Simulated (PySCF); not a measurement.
Ge(H)2(Br)(Me) (CH5BrGe), SMILES [CH3][GeH2][Br]. Atoms are numbered in the order given.

```xyz
8

Ge    -0.3517    -0.8691     0.2747
C     -2.2081    -0.3071     0.2877
Br     0.9183     0.9572    -0.3511
H     -0.0766    -1.9691    -0.7586
H      0.1449    -1.2911     1.6634
H     -2.3423     0.5239     0.9951
H     -2.8580    -1.1431     0.5899
H     -2.5041     0.0313    -0.7158
```
Charge 0, spin multiplicity 1.

Coordinates come from a ωB97X-D3(BJ)/def2-SVP optimisation.

Calculation: KT2/pcSseg-1 run with PySCF.

GIAO shieldings, no solvent; atoms alike by connectivity are averaged. δ = σ(ref) − σ: ⁷³Ge against GeH4 (σ = 1669.3 ppm); ¹³C against TMS (σ = 185.1 ppm); ¹H against TMS (σ = 31.47 ppm), references at their B3LYP-D3(BJ)/def2-TZVP geometries, non-relativistic (without spin–orbit terms, shifts of atoms bonded to Cl or Br come out too high).

Computed chemical shifts:
| nucleus | atoms | count | δ (ppm) |
|---|---|---|---|
| ⁷³Ge | Ge1 | 1 | 315.6 |
| ¹³C | C2 | 1 | 5.8 |
| ¹H | H4, H5 | 2 | 5.65 |
| ¹H | H6, H7, H8 | 3 | 1.06 |
